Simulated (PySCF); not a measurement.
Start geometry of `F/C=C(/F)[CH2][AlH2]` from a GFN2-xTB structure with every atom displaced at random (by about 0.01 Å) (Å):
```
atom  x, y, z in Å
F1     0.0608    1.1607    1.0824
C2    -1.1532    0.7330    0.5079
C3    -1.0544   -0.3984   -0.1864
F4    -2.0895   -0.8621   -0.8138
C5     0.2422   -1.1199   -0.3250
Al6    1.4707    0.5298   -0.1263
H7    -1.9903    1.3555    0.7136
H8     0.4115   -1.7346    0.5746
H9     0.1726   -1.8011   -1.1373
H10    2.6355    0.4906    0.8956
H11    1.3321    1.6208   -1.2012
```

Q: What comes out of this run: PySCF, PBE0-D3(BJ)/def2-SVP geometry optimisation, gas phase?

A: 
```
atom  x, y, z in Å
F1    -0.091    1.515    0.679
C2    -1.249    0.768    0.525
C3    -1.094   -0.448   -0.001
F4    -2.188   -1.191   -0.168
C5     0.216   -0.994   -0.397
Al6    1.559    0.467   -0.104
H7    -2.139    1.292    0.864
H8     0.429   -1.895    0.206
H9     0.167   -1.319   -1.451
H10    2.492    0.395    1.181
H11    1.933    1.383   -1.350
```

The energy falls by 0.332 eV over 13 energy and gradient evaluations, the largest force component goes from 0.0326 to 4.0e-04 Eh/bohr, and the atoms move by 0.428 Å rms after alignment. The bond that changes most is C5–Al6 (ends: allylic carbon; aluminium bonded to C and 2 H), which shortens by 0.060 Å. Bonds longer at the end by more than 0.005 Å: 5 of 10; shorter: 3. Among the angles that change most is Al6–C5–H9, from 128.6° to 112.6°. Among the dihedrals that turn most is F4–C3–C5–H9, from 14° to 54°. Rotational constants go from 5306, 2261, 1726 to 5249, 2147, 1577 MHz. The orientation of the end geometry is arbitrary; only internal coordinates are fixed.

The run used 113 basis functions and 87 SCF cycles in all.

Stationary, but not proved a minimum. The numbers are those of one conformer.
